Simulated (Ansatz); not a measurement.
Relaxation of GeH4O2 (7 atoms, charge 0, multiplicity 1), to a largest force component of 0.02 eV/Å in at most 40 steps.

All numbers below come from Ansatz 0.2.0, RKS r2SCAN/def2-SVP.

```xyz
7
Properties=species:S:1:pos:R:3
Ge 0.000 0.000 0.000
H 0.000 0.000 1.550
O 1.669 0.000 -0.589
H 1.986 -0.952 -0.706
H -0.730 1.265 -0.516
O -0.834 -1.444 -0.589
H -1.288 -1.910 0.183
```

Problem. Where does it end, and by what steps?

Solution. The run converged. The force dipped under the threshold on the way, but the program's further checks kept it going. After 19 steps the energy has fallen by 0.138 eV; O6 moved furthest, 0.40 Å.

```json
{"step": "0", "energy less start (eV)": "0.0000", "largest force component (eV/Å)": "1.827", "accepted": "yes"}
{"step": "1", "energy less start (eV)": "-0.1144", "largest force component (eV/Å)": "0.614", "accepted": "yes"}
{"step": "2", "energy less start (eV)": "-0.1262", "largest force component (eV/Å)": "0.108", "accepted": "yes"}
{"step": "3", "energy less start (eV)": "-0.1266", "largest force component (eV/Å)": "0.412", "accepted": "yes"}
{"step": "4", "energy less start (eV)": "-0.1304", "largest force component (eV/Å)": "0.047", "accepted": "yes"}
{"step": "5", "energy less start (eV)": "-0.1309", "largest force component (eV/Å)": "0.049", "accepted": "yes"}
{"step": "6", "energy less start (eV)": "-0.1315", "largest force component (eV/Å)": "0.146", "accepted": "yes"}
{"step": "7", "energy less start (eV)": "-0.1288", "largest force component (eV/Å)": "0.346", "accepted": "no"}
{"step": "8", "energy less start (eV)": "-0.1337", "largest force component (eV/Å)": "0.062", "accepted": "yes"}
{"step": "9", "energy less start (eV)": "-0.1314", "largest force component (eV/Å)": "0.169", "accepted": "no"}
{"step": "10", "energy less start (eV)": "-0.1342", "largest force component (eV/Å)": "0.019", "accepted": "yes"}
{"step": "11", "energy less start (eV)": "-0.1351", "largest force component (eV/Å)": "0.066", "accepted": "yes"}
{"step": "12", "energy less start (eV)": "-0.1310", "largest force component (eV/Å)": "0.501", "accepted": "no"}
{"step": "13", "energy less start (eV)": "-0.1359", "largest force component (eV/Å)": "0.034", "accepted": "yes"}
{"step": "14", "energy less start (eV)": "-0.1367", "largest force component (eV/Å)": "0.022", "accepted": "yes"}
{"step": "15", "energy less start (eV)": "-0.1351", "largest force component (eV/Å)": "0.340", "accepted": "no"}
{"step": "16", "energy less start (eV)": "-0.1371", "largest force component (eV/Å)": "0.015", "accepted": "yes"}
{"step": "17", "energy less start (eV)": "-0.1373", "largest force component (eV/Å)": "0.085", "accepted": "yes"}
{"step": "18", "energy less start (eV)": "-0.1377", "largest force component (eV/Å)": "0.003", "accepted": "yes"}
{"step": "19", "energy less start (eV)": "-0.1379", "largest force component (eV/Å)": "0.019", "accepted": "yes"}
```

```xyz
7
Properties=species:S:1:pos:R:3
Ge -0.058 0.026 0.012
H 0.122 -0.008 1.544
O 1.526 -0.144 -0.780
H 2.065 -0.853 -0.405
H -0.647 1.305 -0.564
O -1.173 -1.271 -0.478
H -1.032 -2.096 0.004
```

Time of the run: 35 s on 2 threads of Arm Neoverse V2 (shared host), peak memory 0.16 GiB.
